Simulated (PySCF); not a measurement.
# Dipole moment and polarisability of `CC(C)[C@@H](C)C#N`

Species: C6H11N.
Cartesian coordinates in Å at the GFN2-xTB level; atoms count from 1:
```
atom  x, y, z in Å
C1    -1.4178    0.9329    0.9580
C2    -0.4823   -0.1934    0.5220
C3    -1.1137   -0.9957   -0.6131
C4     0.8907    0.3921    0.1223
C5     1.9478   -0.6807   -0.1629
C6     0.7517    1.2486   -1.0326
N7     0.6439    1.9194   -1.9524
H8    -1.5986    1.6157    0.1301
H9    -2.3727    0.5274    1.2836
H10   -0.9886    1.4982    1.7831
H11   -0.3134   -0.8609    1.3754
H12   -0.5071   -1.8590   -0.8749
H13   -1.2324   -0.3726   -1.4974
H14   -2.0950   -1.3543   -0.3110
H15    1.2445    1.0206    0.9505
H16    1.7003   -1.2440   -1.0591
H17    2.0119   -1.3681    0.6781
H18    2.9223   -0.2197   -0.3112
```

Level: B3LYP/def2-SVPD (PySCF), static field, nuclei fixed, core orbitals frozen in the response. The polarisability tensor in these axes (au):

```
x   75.64 -1.17 -2.29
y   -1.17 75.11 -5.06
z   -2.29 -5.06 74.61
```

Question: Diagonalise the tensor; give its mean and Δα, where Δα² is half the sum of the squared differences of the eigenvalues.

Answer: Principal values 68.89, 76.41 and 80.06 au; mean 75.12 au = 11.13 Å³ = 12.39 × 10⁻⁴⁰ C²·m²/J; Δα = 9.87 au (13 % of the mean).

Question: What is the dipole moment, and where does it point?

Answer: (0.13, -2.54, 3.15) D, 4.04 D in size, pointing from the negative to the positive side. Measured along this direction, the outermost atoms are N7 at the negative end and H11 at the positive end.

Question: What depolarisation ratio follows for Rayleigh scattering of linearly polarised light, taking the static tensor?

Answer: ρ = 3Δα²/(45ᾱ² + 4Δα²) = 292.1/(253934 + 389.4) = 0.00115.

Question: Find the Langevin capture rate constant for NO+ (29.998 u) meeting this molecule (97.089 u), k = 2.342 × 10⁻⁹ cm³/s × √(α in Å³ / reduced mass in u).

Answer: The reduced mass is 22.92 u, so k = 1.63 × 10⁻⁹ cm³/s. The formula leaves out the permanent dipole, which adds to the capture rate.

Question: Refractivity n − 1 of an ideal gas of it at 500 K and 1 atm, from the electronic α?

Answer: N = p/kT = 1.4678 × 10¹⁹ cm⁻³, so n − 1 = 2π × N × 11.13 × 10⁻²⁴ cm³ = 1027 × 10⁻⁶ at long wavelengths, for an ideal gas.

The structure is a single GFN2-xTB conformer in the gas phase; no vibrational or solvent corrections.
